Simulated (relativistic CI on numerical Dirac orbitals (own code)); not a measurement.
# Ni2+ in a cubic cluster: L2,3 absorption with charge transfer

Computed with a charge-transfer multiplet model of a cubic metal-ligand cluster with up to 2 ligand holes, Slater and spin-orbit integrals from Dirac-Coulomb-Breit ions, Slater integrals scaled by 0.8. The ground state mixes d8 with configurations of k ligand holes L, whose averages lie at kΔ + k(k − 1)U_dd/2; a core hole lowers each added d electron by U_cd. 20 K, Lorentzian 0.4 eV and Gaussian 0.3 eV FWHM.

Atomic integrals in eV (Slater integrals scaled, ζ unscaled), ground: F2dd 9.736, F4dd 6.042, zeta_d 0.080; with the core hole: F2dd 9.736, F4dd 6.042, zeta_d 0.103, zeta_core 11.413, F2cd 6.198, G1cd 4.674, G3cd 2.657.

Cluster parameters (eV): Δ = 5, U_dd = 6.6, U_cd = 7.3, 10Dq = 0.4, 10Dq(ligand) = 0.9, final-state hopping factor = 0.9.

```csv
Case,n_d,d8,d9L,d10L2,S
"V(eg) = 0.8 eV, V(t2g) = -0.44 eV",8.03,0.97,0.03,0.00,1.00
"V(eg) = 1.4 eV, V(t2g) = -0.77 eV",8.09,0.91,0.09,0.00,1.00
"V(eg) = 1.7 eV, V(t2g) = -0.93 eV",8.12,0.88,0.12,0.00,1.00
"V(eg) = 2.3 eV, V(t2g) = -1.26 eV",8.19,0.81,0.18,0.01,1.00
"V(eg) = 2.6 eV, V(t2g) = -1.42 eV",8.22,0.78,0.21,0.01,1.00
```

Weights, n_d and S are thermal averages at 20 K. Photon energies count from the first peak over 30 % of the highest in each spectrum, which can be another peak from case to case. The parameters are a model scan and need not match a compound or its usual spin state. Peaks in eV (height, largest 100):
- V(eg) = 0.8 eV, V(t2g) = -0.44 eV: 0.0 (100), 2.4 (27), 17.3 (16), 18.6 (32)
- V(eg) = 1.4 eV, V(t2g) = -0.77 eV: 0.0 (100), 2.1 (24), 17.3 (19), 18.4 (33)
- V(eg) = 1.7 eV, V(t2g) = -0.93 eV: 0.0 (100), 2.0 (24), 17.3 (21), 18.4 (33)
- V(eg) = 2.3 eV, V(t2g) = -1.26 eV: 0.0 (100), 1.8 (26), 2.6 (7), 17.3 (23), 18.4 (30)
- V(eg) = 2.6 eV, V(t2g) = -1.42 eV: 0.0 (100), 1.7 (26), 2.6 (6), 17.2 (24), 18.3 (27)

Curve for V(eg) = 2.6 eV, V(t2g) = -1.42 eV (points under 2 left out, the grid thinned):

E (eV), Intensity and a bar:
```
     -1.7        2.2 
     -1.5        2.8 
     -1.3        3.8 #
     -1.2        4.4 #
     -1.0        6.4 #
     -0.8       10.2 ###
     -0.6       18.7 #####
     -0.4       40.4 ############
     -0.3       58.9 ##################
     -0.1       95.2 ##############################
      0.1       92.5 #############################
      0.3       58.1 ##################
      0.5       30.0 #########
      0.6       23.1 #######
      0.8       18.0 #####
      1.0       14.8 ####
      1.2       12.9 ###
      1.4       16.4 #####
      1.5       19.9 ######
      1.7       25.7 ########
      1.9       19.7 ######
      2.1       10.4 ###
      2.3        6.3 #
      2.4        5.8 #
      2.6        6.1 #
      2.8        5.2 #
      3.0        3.3 
      3.1        2.6 
     16.4        2.2 
     16.6        3.7 
     16.8        7.4 ##
     17.0       15.9 ####
     17.1       21.0 ######
     17.3       22.1 ######
     17.5       13.5 ####
     17.7        9.4 ##
     17.9       12.7 ###
     18.0       17.3 #####
     18.2       27.2 ########
     18.4       23.8 #######
     18.6       13.3 ####
     18.8        6.7 #
     18.9        5.0 #
     19.1        3.3 
     19.3        2.3
```

For the case V(eg) = 1.7 eV, V(t2g) = -0.93 eV, Δ = 5 eV is smaller than U_dd = 6.6 eV, the charge-transfer side of the Zaanen-Sawatzky-Allen scheme. With the core hole the configuration with one ligand hole lies at Δ + U_dd − U_cd = 4.3 eV above the one without, against Δ in the ground state. The added d electron screens the hole, so the order of the configurations is kept and charge-transfer satellites are weaker than in photoemission.
